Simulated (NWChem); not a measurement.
System: C$_{2}$H$_{4}$I, doublet; SMILES I[CH]C

```xyz
7

C     -0.3580     2.4652    -0.0127
C      0.6169     1.3483     0.0370
I     -0.0181    -0.6368    -0.0615
H      0.1358     3.4092     0.3014
H     -0.7659     2.6370    -1.0391
H     -1.2320     2.2917     0.6495
H      1.6869     1.4775    -0.1846
```
Atoms are numbered in this order, from 1.

Level: PBE-D3(BJ)/def2-SVP with def2 effective core potentials on I, spin-unrestricted (NWChem), optimised geometry, unscaled harmonic frequencies. def2 effective core potentials on I; no spin-orbit coupling.

Q: List the harmonic frequencies with IR intensities, and the thermochemistry.

A: 
```csv
frequency (cm⁻¹),IR intensity (km/mol)
135,0.1
264,3.4
337,37.4
547,10.3
939,0.4
953,10.4
1099,1.4
1193,77.1
1327,3.7
1377,10.8
1394,2.4
2905,19.6
2997,8.9
3050,4.6
3147,1.0
```

| Quantity | Value |
|---|---|
| zero-point energy | 31.0 kcal/mol |
| thermal correction to the enthalpy at 298.15 K (with zero-point energy) | 34.5 kcal/mol |
| heat capacity Cv | 14.1 cal/(mol K) |
| entropy at 298.15 K and 1 atm (symmetry number 1, electronic part: spin degeneracy alone) | 73.4 cal/(mol K) |

Rigid rotor and harmonic oscillator.
